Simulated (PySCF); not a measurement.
Al(F)(Cl)(Et) (C2H5AlClF), SMILES C[CH2][Al]([F])[Cl].

Geometry optimised at PBE-D3(BJ)/def2-SVP. The structure was generated by enumeration; whether it is a known compound was not checked. The values are those of a single conformer.

Computed with PBE-D3(BJ)/def2-SVP (PySCF 2.14.0).

Frequencies are harmonic and unscaled.

Computed harmonic wavenumbers and intensities:
| mode | ν (cm⁻¹) | IR (km/mol) | moving atoms (share of kinetic energy) |
|---|---|---|---|
| 1 | 18 | 0.3 | H 47 %, C 37 %, Cl 8 % |
| 2 | 91 | 1.1 | C 28 %, F 27 %, H 16 %, Al 15 %, Cl 14 % |
| 3 | 152 | 10.3 | H 49 %, Al 34 %, F 10 % |
| 4 | 182 | 16.4 | F 44 %, C 21 %, Cl 20 %, Al 10 % |
| 5 | 250 | 14.3 | H 56 %, Al 31 % |
| 6 | 274 | 6.9 | C 40 %, Cl 28 %, H 14 %, F 11 % |
| 7 | 478 | 44.0 | C 31 %, Cl 26 %, F 17 %, Al 16 %, H 10 % |
| 8 | 585 | 43.0 | H 72 %, C 21 % |
| 9 | 633 | 107.2 | Al 54 %, C 24 %, H 11 %, Cl 10 % |
| 10 | 855 | 102.2 | F 49 %, Al 46 % |
| 11 | 903 | 2.5 | H 91 %, C 8 % |
| 12 | 935 | 10.1 | H 83 %, C 13 % |
| 13 | 1021 | 18.5 | C 74 %, H 25 % |
| 14 | 1174 | 0.2 | H 60 %, C 39 % |
| 15 | 1196 | 2.5 | H 77 %, C 23 % |
| 16 | 1349 | 5.3 | H 84 %, C 16 % |
| 17 | 1372 | 3.3 | H 89 %, C 11 % |
| 18 | 1423 | 4.2 | H 97 % |
| 19 | 1431 | 6.9 | H 97 % |
| 20 | 2960 | 12.4 | H 95 % |
| 21 | 2967 | 32.0 | H 97 % |
| 22 | 3003 | 2.4 | H 91 %, C 9 % |
| 23 | 3046 | 16.2 | H 91 %, C 9 % |
| 24 | 3059 | 15.7 | H 91 %, C 9 % |
